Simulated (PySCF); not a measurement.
# BeAl⁺: energy against distance

Set-up: Be jorge-DZP-DKH, Al jorge-DZP-DKH; spin-free X2C with a Gaussian nucleus (PySCF 2.14). Energies in eV from Be + Al⁺ in their ground configurations at the same level. State: ¹Σ⁺ (singlet), closed shell.

All columns are PBE0. A positive dipole points towards Al; it is taken about the centre of mass and depends on that origin.

```tsv
R (Å)	E (eV)	μ (D)	Mulliken charge on Be (basis-dependent)	HOMO (eV)	LUMO (eV)	Mayer bond order	⟨S²⟩
2.421	-0.599	-2.70	0.29	-11.71	-8.07	0.90	0.00
2.534	-0.717	-2.58	0.29	-11.73	-7.90	0.83	0.00
2.646	-0.781	-2.44	0.29	-11.73	-7.78	0.76	0.00
2.731	-0.803	-2.31	0.29	-11.72	-7.74	0.71	0.00
2.815	-0.809	-2.16	0.28	-11.70	-7.70	0.67	0.00
2.899	-0.802	-2.00	0.27	-11.67	-7.66	0.63	0.00
3.012	-0.778	-1.77	0.26	-11.61	-7.62	0.58	0.00
3.153	-0.733	-1.46	0.24	-11.51	-7.57	0.53	0.00
3.322	-0.667	-1.05	0.22	-11.36	-7.53	0.47	0.00
3.547	-0.571	-0.48	0.20	-11.14	-7.52	0.41	0.00
```

A fit through these points gives, at Re = 2.807 Å, μ = -2.18 D and dμ/dR = 1.78 D/Å; the reduced mass is 6.756 u.

How strong is the fundamental in the double-harmonic approximation, I = 42.26·(dμ/dR)²/μred km/mol?

I = 42.26·(1.78)²/6.756 = 19.8 km/mol at PBE0.

Closed-shell solutions of metal pairs were not tested for spin polarisation, which can lower them a little. For an ion De counts to the pair picked by the measured ionisation energies or electron affinities, which need not be the lowest pair at this level.
